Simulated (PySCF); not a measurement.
## Frontier orbitals and the lowest excitations

Species: C3H10N2Si.
Z-matrix (Å and degrees, GFN2-xTB geometry), rows numbered from 1:
```
C 
N   1  1.2444
Si  2  1.7294  1  132.10
N   3  1.7165  2  103.52  1  -135.30
C   4  1.4421  3  122.76  2   -33.87
C   4  1.4383  3  119.97  2   173.03
H   1  1.0951  2  125.06  3     2.61
H   1  1.0883  2  119.44  3  -177.39
H   3  1.4732  2  102.81  1   101.84
H   3  1.4673  2  117.89  1   -19.20
H   5  1.0947  4  109.80  3   144.10
H   5  1.0974  4  111.52  3   -96.27
H   5  1.0855  4  109.39  3    24.32
H   6  1.0868  4  109.89  3   -27.11
H   6  1.0945  4  110.03  3  -146.95
H   6  1.0981  4  111.69  3    93.07
```

Method used: TDDFT CAM-B3LYP/def2-SVPD, vertical, gas phase, core orbitals frozen in the response in PySCF.

Kohn–Sham orbitals with the atoms that hold most of them (Löwdin shares over 4%, at most four atoms; ? is withheld):

```
orbital  ε (eV)                             atoms
 LUMO+2    1.46    C6 24%, Si3 17%, C5 9%, H16 9%
 LUMO+1    1.38   C1 31%, Si3 23%, H7 11%, H10 8%
   LUMO    0.40      C1 40%, N2 34%, H7 8%, H8 8%
   HOMO       ?                                 ?
 HOMO-1   -8.41                                 ?
 HOMO-2  -10.53   N2 24%, Si3 21%, H9 18%, C1 18%
 HOMO-3  -11.09  N4 24%, Si3 18%, C5 13%, H10 12%
```

Problem. Which atoms hold the HOMO-1, and with what shares?

Solution. N2 (bonded to C and Si) 55%; C1 (bonded to N and 2 H) 16%; Si3 (bonded to 2 N and 2 H) 9%; H7 (bonded to C) 6%.

Problem. Give the leading atoms of the HOMO.

Solution. N4 (bonded to 2 C and Si) 54%; C5 (bonded to N and 3 H) 9%; C6 (bonded to N and 3 H) 8%; Si3 (bonded to 2 N and 2 H) 8%. By element: nitrogen 54% or more, carbon 17% or more, silicon 8%.

Problem. What is the HOMO energy, and the HOMO–LUMO gap?

Solution. ε(HOMO) = -7.61 eV; the gap is 8.01 eV (0.2942 hartree).

Problem. How does S1 compare with the orbital gap of 8.01 eV?

Solution. S1 is at 4.07 eV (f = 0.0001), 3.93 eV below the gap, made of HOMO-1→LUMO (90%). Its leading pair isn't HOMO and LUMO; the energies of that pair differ by 8.81 eV. Without the coupling terms of the response equations the lowest excitation would equal the gap.

Problem. Give energy, strength and leading configuration of S1, S2 and S5, and follow the Löwdin shares of the leading atoms from the occupied to the empty orbital.

Solution. 
- S1 (4.07 eV, f 0.0001), HOMO-1→LUMO (90%): N2 55% → 34%, C1 16% → 40%
- S2 (5.33 eV, f 0.0023), HOMO→LUMO (88%): N4 54% → at most 8%, C5 9% → at most 8%, C1 at most 8% → 40%, N2 at most 8% → 34%
- S5 (6.57 eV, f 0.010), HOMO-1→LUMO+1 (88%): N2 55% → at most 8%, C1 16% → 31%, Si3 9% → 23%

Hardware: one thread of an Arm Neoverse V1 (shared host). Cost: 34 s wall, 0.93 GiB resident at most.

One conformer stands for the species.
